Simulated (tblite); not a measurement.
Isomers of C4H8FS2 (doublet state). Computed with GFN2-xTB (tblite): harmonic, unscaled wavenumbers at the GFN2-xTB geometry, gas phase. Errors from tens to a few hundred cm⁻¹ against measured bands are possible. Modes of hydrogen on sulfur can be 10 to 20 % off. One conformer each. Open shells enter through the occupations alone, without spin polarisation, and single modes of such species can be off by tens of per cent.

Electronic energies: GFN2-xTB at the same geometries; isomer energies are rough at this level and their order can be wrong.

```
           SMILES  electronic energy, lowest = 0 (kJ/mol)
      CSC[C](S)CF                                    66.1
CSC[C@@H](S)[CH]F                                   113.9
  CSC[C@H]([S])CF                                     0.0
```

Q: How do GFN2-xTB zero-point energies change the relative energies?

A: 
```
           SMILES  ZPE (kJ/mol)  of it from modes above 1550 cm⁻¹  electronic (kJ/mol)  with ZPE, lowest = 0 (kJ/mol)  lowest mode (cm⁻¹)  rings
  CSC[C@H]([S])CF         295.8                             142.7                  0.0                            0.0                  47      0
      CSC[C](S)CF         283.3                             139.6                 66.1                           53.5                  33      0
CSC[C@@H](S)[CH]F         279.8                             141.6                113.9                           97.9                  27      0
```

The zero-point energies span 16.0 kJ/mol, from `CSC[C@@H](S)[CH]F` to `CSC[C@H]([S])CF`. The order is unchanged.

Q: What do entropy and thermal enthalpy add at 298.15 K and 1 bar (rigid rotor, harmonic oscillator, one conformer each)?

A: 
```csv
SMILES,point group,symmetry number,S (J/(mol K)),H − H(0) (kJ/mol),ZPE + H − H(0) − TS (kJ/mol)
CSC[C@H]([S])CF,C1,1,402.6,26.18,202.0
CSC[C](S)CF,C1,1,430.4,28.87,183.8
CSC[C@@H](S)[CH]F,C1,1,435.4,29.91,179.9
```

S holds R ln(2S + 1) for the spin.
